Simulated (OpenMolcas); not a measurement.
Ne⁴⁺: the spin-orbit constant, worked from levels

```
Program             : OpenMolcas
Basis               : ANO-RCC-VQZP [5s4p3d2f1g]
Scalar Hamiltonian  : DKH2, point nucleus
Active space        : 2 electrons in 3 orbitals (2p)
State averaging     : 2S+1 = 3 even, 3 roots; 2S+1 = 1 even, 6 roots
Spin-orbit coupling : state interaction with AMFI integrals over the reference wave functions, term energies averaged over their components
```

Methods: CASSCF; SS-CASPT2, IPEA 0.25 Eh, imaginary shift 0.1 Eh (closed shells correlated: 1s 2s). Measured levels: NIST levels in Podobedova, Fuhr, Reader and Wiese, J. Phys. Chem. Ref. Data 33, 525 (2004).

**The spin-orbit constant.** For the Hund term 3P of p2, E(J) = (A/2) J(J+1) + constant and ζ = 2S·A = 2A. From J = 0 to J = 2 the energy changes by 3 A.

```csv
Source,E(2) - E(0),A,ζ
CASSCF,1166.5,388.8,778
SS-CASPT2,1168.4,389.5,779
measured,1110.1,370.0,740
```

All in cm-1. SS-CASPT2 is off by +5.3 % and CASSCF by +5.1 %. Both methods take the spin-orbit matrix elements from the reference wave functions, so the second can move ζ only through the term energies and any multistate remixing. Second-order mixing with other terms is absorbed into this ζ.

With the s shell closed, the reference lacks s² → p² mixing. Measured partners are found by configuration, term and J. A level has none where our copy of the source lacks it or the pairing is in doubt (some pairs that miss far off the trend of their configuration count as doubtful), and it then counts in no deviation. Only configurations of the active space appear.
